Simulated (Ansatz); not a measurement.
```yaml
crystal:
  periodic: [false, false, false]
  atoms:
    - {symbol: C, position_ang: [1.098864, 1.367145, -1.544521]}
    - {symbol: C, position_ang: [1.077613, -0.048741, -0.970929]}
    - {symbol: Al, position_ang: [-0.264678, -0.423079, 0.416601]}
    - {symbol: C, position_ang: [-0.432236, -2.240758, 1.128113]}
    - {symbol: C, position_ang: [-1.420332, 1.021417, 1.061690]}
    - {symbol: H, position_ang: [1.879123, 1.501917, -2.300482]}
    - {symbol: H, position_ang: [1.272815, 2.115664, -0.766231]}
    - {symbol: H, position_ang: [0.146893, 1.625538, -2.017088]}
    - {symbol: H, position_ang: [2.061827, -0.300156, -0.550382]}
    - {symbol: H, position_ang: [0.940746, -0.782781, -1.777273]}
    - {symbol: H, position_ang: [-0.752000, -2.252123, 2.174220]}
    - {symbol: H, position_ang: [-1.193664, -2.794696, 0.564787]}
    - {symbol: H, position_ang: [0.495337, -2.814500, 1.048168]}
    - {symbol: H, position_ang: [-0.834978, 1.753743, 1.630768]}
    - {symbol: H, position_ang: [-2.224965, 0.671957, 1.713489]}
    - {symbol: H, position_ang: [-1.873266, 1.576749, 0.233568]}
basis:
  gaussian: {orbitals: "6-311G**"}
magnetization: {spin_polarized: true, initial_magnetization: 2}
hamiltonian: {xc: {name: HF}}
correlation: {method: rpa}
scf: {lower_state_search: full}
```

```sh
$ ansatz run in.yaml --threads 4 --pin off --events-out ev --progress --plain --max-ram 10444MiB
```

Shortened log:

```
Error: <dir> can't be read: No such file or directory (os error 2)
```
